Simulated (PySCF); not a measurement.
C₅H₃F₇, SMILES FC1CC(F)(F)C(F)(F)C1(F)F.

Geometry optimised at PBE0-D3(BJ)/def2-SVP. The values are those of a single conformer.

Two levels are set side by side: PBE/def2-SVP (PySCF) and M06-2X/def2-SVP (PySCF). Same geometry, gas phase. Differences are taken from unrounded values.

```tsv
quantity	M06-2X
orbital gap (eV)	12.32
highest occupied level (eV)	-10.91
lowest empty level (eV)	1.41
dipole moment (D)	3.34
mean polarisability (bohr³)	48.1
```

Task: What does PBE give, and how far is it from M06-2X? (Estimate from the structure and the level; the computed values follow.)

Result: 
| quantity | PBE | PBE minus M06-2X |
|---|---|---|
| orbital gap (eV) | 6.84 | -5.48 |
| highest occupied level (eV) | -7.41 | 3.50 |
| lowest empty level (eV) | -0.56 | -1.98 |
| dipole moment (D) | 2.80 | -0.54 |
| mean polarisability (bohr³) | 50.8 | 2.7 |

PBE's occupied levels lie high since its potential decays too fast outside the molecule; exact exchange lowers them and widens the gap. PBE's more diffuse valence density responds more strongly to a field. Differences between two approximate levels are no errors against the true value.

Rough cost on one machine, each run with all the roots and properties that it gave: M06-2X against PBE about 4 times.
